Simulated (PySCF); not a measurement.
Numbering as in the mapped SMILES `[OH:1][Si@@:2]([SiH3:3])([O:4][SiH3:5])[SiH2:6][SiH3:7]`. Each H is labelled by its parent atom. Ha(Si6) is pro-R; Hb(Si6) is pro-S.

PySCF 2.14 calculation with shielding tensors at PBE0/pcSseg-1 (GIAO) and GFN2-xTB structure; no solvent, one conformer, one averaged value for each set of equivalent atoms, non-relativistic Hamiltonian.

Referencing at the same level of theory: ¹H (σ = 31.72 ppm), ²⁹Si (σ = 349.16 ppm) vs TMS; H2O for ¹⁷O (σ = 336.08 ppm).

| atoms | nucleus | count | δ (ppm) |
| --- | --- | --- | --- |
| Si6 | ²⁹Si | 1 | -130.2 |
| Ha(Si6) | ¹H | 1 | 3.20 |
| H(Si7) | ¹H | 3 | 3.58 |
| H(Si5) | ¹H | 3 | ? |
| H(Si3) | ¹H | 3 | 3.53 |
| O1 | ¹⁷O | 1 | ? |
| H(O1) | ¹H | 1 | 2.01 |
| Si7 | ²⁹Si | 1 | -120.1 |
| O4 | ¹⁷O | 1 | 69.0 |
| Si3 | ²⁹Si | 1 | -114.9 |
| Si2 | ²⁹Si | 1 | 14.4 |
| Si5 | ²⁹Si | 1 | ? |
| Hb(Si6) | ¹H | 1 | ? |

Problem. Complete the table.

Solution. 
- H(Si5): 5.14 ppm, hydrogen on a silicon bonded to O
- Hb(Si6): 3.21 ppm, hydrogen on a silicon bonded to 2 Si
- O1: 81.8 ppm, oxygen bonded to Si, H
- Si5: -45.9 ppm, silicon bonded to O, 3 H

Exchangeable OH/NH protons stand at their gas-phase positions; hydrogen bonding in a real sample shifts them, mostly to higher δ. Experimental scales use liquid or dissolved standards, which lie at an offset from isolated H2O (liquid H2O: subtract about 36 ppm).
